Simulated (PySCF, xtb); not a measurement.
CHO₃, charge -1. Atoms are numbered in the order given.

```xyz
5

O      0.7858     0.9917     0.0000
C     -0.0663    -0.1490     0.0000
O     -1.2821     0.1348     0.0000
O      0.5265    -1.2298     0.0000
H      0.1565     1.7202     0.0000
```
Charge -1, spin multiplicity 1.

Geometry: PBE0-D3(BJ)/def2-SVPD. One conformer was computed; it need not be the lowest.

Computed with PySCF with C-PCM-M06-2X/def2-SVPD.

The values are the electrostatic part of the solvation free energy, E(continuum) − E(gas) at the gas-phase geometry, in a cavity of scaled van der Waals radii (PySCF's table); cavitation and dispersion terms are not included. In vacuum the orbital gap is 8.19 eV.

```json
[
 {"solvent": "water", "ε": "78.36", "ΔG(elec) (kcal/mol)": "(withheld)", "gap (eV)": "(withheld)"},
 {"solvent": "chloroform", "ε": "4.71", "ΔG(elec) (kcal/mol)": "-53.6", "gap (eV)": "9.34"},
 {"solvent": "methanol", "ε": "32.61", "ΔG(elec) (kcal/mol)": "-66.2", "gap (eV)": "9.59"}
]
```

Q: Some entries are withheld; supply them. (Estimate from the structure and the level; the computed values follow.)

A: 
- water, ΔG(elec) (kcal/mol): -67.5
- water, gap (eV): 9.61

For comparison, GFN2-xTB/ALPB(water) (xtb, at the GFN2-xTB geometry, all terms of that model) gives -70.4 kcal/mol.
